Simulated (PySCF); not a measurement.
**A single-point calculation**

[TlCl4]− (singlet). PySCF 2.14.0, RKS PBE0, Tl def2-SVP with ECP60, Cl def2-SVP; non-relativistic Hamiltonian with scalar-relativistic core potentials where named; density fitting; no spin-orbit coupling. Purpose: singlet excitations, Tamm-Dancoff PBE0.

```python
mol = gto.M(atom='''
Tl     0.00000     0.00000     0.00000
Cl     2.02531    -0.00000     1.45986
Cl     0.00000     2.02531    -1.45986
Cl    -2.02531     0.00000     1.45986
Cl    -0.00000    -2.02531    -1.45986''',
    basis={'Tl': 'def2-SVP', 'Cl': 'def2-SVP'},
    ecp={'Tl': 'def2-SVP'},
    charge=-1, spin=0)
mf = dft.RKS(mol, xc='PBE0')
mf.grids.atom_grid = (50, 194)
mf = mf.density_fit()  # fitting sets: Tl def2-universal-JKFIT, Cl def2-universal-JKFIT
mf.conv_tol = 1e-08; mf.max_cycle = 55
mf.kernel(dm0)  # dm0: converged density of the relaxed state
td = mf.TDA(); td.nstates = 8; td.kernel()
```

Run from Python with OMP_NUM_THREADS=2; the lines above give its settings. Where DIIS fails, smearing, a level shift and second-order steps follow.
It took 18 s on 2 threads of Arm Neoverse V2 (shared host), from an already converged density.

Question: Where do the frontier levels lie, over both spins?

Answer: HOMO -4.36 eV, LUMO 0.92 eV. 

Question: What are the Mulliken charges and spins?

Answer: 
```json
{"atom": "Tl1", "charge (e)": "0.547", "spin (e)": "0.000"}
{"atom": "Cl2", "charge (e)": "-0.387", "spin (e)": "0.000"}
{"atom": "Cl3", "charge (e)": "-0.387", "spin (e)": "0.000"}
{"atom": "Cl4", "charge (e)": "-0.387", "spin (e)": "0.000"}
{"atom": "Cl5", "charge (e)": "-0.387", "spin (e)": "0.000"}
```

Question: Which singlet excitations follow (Tamm-Dancoff, 8 states)?

Answer: 
| state | eV | oscillator strength |
| --- | --- | --- |
| 1 | 4.00 | 0.0000 |
| 2 | 4.00 | 0.0000 |
| 3 | 4.00 | 0.0000 |
| 4 | 4.12 | 0.0000 |
| 5 | 4.13 | 0.0000 |
| 6 | 4.26 | 0.0455 |
| 7 | 4.26 | 0.0455 |
| 8 | 4.26 | 0.0451 |
For an anion in a basis without diffuse functions, states above the detachment energy aren't bound: they are resonances at best, or continuum confined by the basis.
Functionals without range separation put charge-transfer states too low; the basis has no diffuse functions.

The geometry was relaxed with B3LYP (Tl def2-SVP with ECP60, Cl def2-SVP).
